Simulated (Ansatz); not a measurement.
CH$_{7}$ISi$_{2}$, SMILES `C[SiH]([SiH3])I` at its PBE0-D4/def2-TZVP geometry, where that method's forces vanish. Charge 0, multiplicity 1. I: def2 effective core potential.

```xyz
11

C     0.5267    1.6207    0.4441
Si    0.7522   -0.2004    0.0981
Si   -1.2563   -1.3383   -0.2676
I     2.0734   -0.4707   -1.9598
H    -0.0161    2.1049   -0.3696
H     1.4952    2.1121    0.5554
H    -0.0404    1.7551    1.3696
H     1.5414   -0.8430    1.1825
H    -1.9662   -0.7153   -1.4162
H    -2.1308   -1.2593    0.9363
H    -0.9790   -2.7656   -0.5728
```

Q: What forces (eV/Å) does ωB97M-V/def2-TZVPP give on these atoms in the Gaussian-basis code of Ansatz? (Estimate.)

A: Computed: 
```
C1   0.008  0.017  0.003
Si2  0.026 -0.089  0.093
Si3 -0.081 -0.045 -0.014
I4  -0.032  0.013  0.040
H5   0.036 -0.031  0.053
H6  -0.073 -0.030 -0.009
H7   0.040 -0.003 -0.066
H8  -0.088  0.074 -0.124
H9   0.085 -0.065  0.126
H10  0.105 -0.005 -0.136
H11 -0.024  0.164  0.034
```
